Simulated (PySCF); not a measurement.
C3H9Ge, SMILES C[C]([GeH3])C (connectivity only; charge and spin as stated), charge +1, multiplicity 1.

The structure is a stationary point at PBE0-D3(BJ)/def2-SVP. The spin state was assumed, not searched. The isomer is the one that the SMILES or the coordinates give; other isomers of the formula were not compared.

Two levels are set side by side: PBE/def2-TZVP (PySCF) and CAM-B3LYP/def2-TZVP (PySCF). Same geometry, gas phase. Differences are taken from unrounded values.

| quantity | CAM-B3LYP |
|---|---|
| orbital gap (eV) | 8.38 |
| highest occupied level (eV) | -15.73 |
| lowest empty level (eV) | -7.35 |
| mean polarisability (bohr³) | 62.6 |

Problem. What does PBE give, and how far is it from CAM-B3LYP? (An estimate is asked for; the answer gives what the named calculation found.)

Solution. 
```json
[
 {"quantity": "orbital gap (eV)", "PBE": "3.40", "PBE minus CAM-B3LYP": "-4.98"},
 {"quantity": "highest occupied level (eV)", "PBE": "-12.97", "PBE minus CAM-B3LYP": "2.77"},
 {"quantity": "lowest empty level (eV)", "PBE": "-9.57", "PBE minus CAM-B3LYP": "-2.22"},
 {"quantity": "mean polarisability (bohr³)", "PBE": "66.4", "PBE minus CAM-B3LYP": "3.9"}
]
```

PBE's occupied levels lie high since its potential decays too fast outside the molecule; exact exchange lowers them and widens the gap. PBE's more diffuse valence density responds more strongly to a field. Differences between two approximate levels are no errors against the true value.

Rough cost on one machine, each run with all the roots and properties that it gave: CAM-B3LYP against PBE within a factor of 2.
